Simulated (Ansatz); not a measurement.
C2F3I (`FC(F)=C(F)I`). Charge 0, multiplicity 1. I: def2 effective core potential. Geometry: relaxed with PBE0-D4/def2-TZVP.

```xyz
6

F     0.028   -1.839    0.302
C    -0.370   -0.623    0.028
F    -1.650   -0.571   -0.230
C     0.438    0.427    0.017
F     1.727    0.264    0.295
I    -0.173    2.343   -0.411
```

Question: What is the dipole moment at B3LYP/def2-TZVPP? (Estimate.)

Answer: Ansatz gave: 0.90 D, with components (-0.49, 0.72, -0.21) D in this frame, pointing from negative to positive charge.

Question: And with PBE, r2SCAN, ωB97M-V? (Best estimate.)

Answer: Computed: PBE 0.70 D, r2SCAN 0.71 D, ωB97M-V 0.87 D.

Question: Give the Mulliken charges with B3LYP, r2SCAN, ωB97M-V in def2-TZVPP. (Best estimate.)

Answer: Computed: 
```tsv
atom	B3LYP	r2SCAN	ωB97M-V
F1	-0.15	-0.15	-0.14
C2	0.38	0.36	0.37
F3	-0.15	-0.15	-0.15
C4	0.01	0.04	-0.02
F5	-0.17	-0.16	-0.16
I6	0.08	0.05	0.10
```

B3LYP here is the variant with VWN-RPA as its local correlation; programs differ in this.
